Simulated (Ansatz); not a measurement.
```yaml
crystal:
  periodic: [false, false, false]
  atoms:
    - {symbol: B, position_ang: [-1.691478, 1.371311, 0.168337]}
    - {symbol: B, position_ang: [-0.267472, 0.778048, 0.731009]}
    - {symbol: C, position_ang: [1.453458, -0.650272, -0.895689]}
    - {symbol: Si, position_ang: [1.153458, -0.950272, -0.895689]}
    - {symbol: H, position_ang: [-1.851320, 1.694375, -0.977134]}
    - {symbol: H, position_ang: [-2.625015, 1.568068, 0.897957]}
    - {symbol: H, position_ang: [0.506877, 1.617242, 1.130080]}
    - {symbol: H, position_ang: [-0.555810, -1.448339, 0.739089]}
    - {symbol: H, position_ang: [0.964192, -0.904489, 1.513768]}
    - {symbol: H, position_ang: [2.233952, 0.055827, -1.065571]}
    - {symbol: H, position_ang: [1.762075, -2.306626, -0.895541]}
    - {symbol: H, position_ang: [0.219109, -0.844698, -2.046240]}
basis:
  gaussian: {orbitals: def2-SVPD}
hamiltonian: {xc: {name: r2SCAN0}, dispersion: d4}
```

```sh
$ ansatz run in.yaml --threads 2 --pin off --events-out ev --progress --plain --max-ram 4352MiB
```

Shortened log:

```
Functional definition: r2SCAN0
1244 factors; their error is unknown
mean field evaluation 1: about -9902.9556 eV, gradient 1.2e2 eV
mean field evaluation 2: about -9613.5425 eV, gradient 2.4e2 eV
mean field evaluation 4: about -9897.6258 eV, gradient 1.0e2 eV
mean field evaluation 8: about -9943.1570 eV, gradient 1.5e0 eV
mean field evaluation 16: about -9943.3433 eV, gradient 8.6e-2 eV
a density is far from that of the atoms, so the factors are made again for it
1477 factors; integrals over basis functions are off by at most 1.1e-3 eV
mean field -9943.34420600 eV, -365.4111597296 hartree, gradient 1.2e-5 eV, S^2 0.000000; 0 other end points of the search recorded, 0 dependent functions left out
reference -9943.34422145 eV, -365.4111602975 hartree; 19, 19 occupied and 129, 129 virtual orbitals, 1477 factors
Total energy: -9943.42579481 eV, -365.4141580632 hartree
```

Problem. Something in this input is off. What?

Solution. One atom was put on top of another. The run converged. The result belongs to that input, not to the molecule as meant.
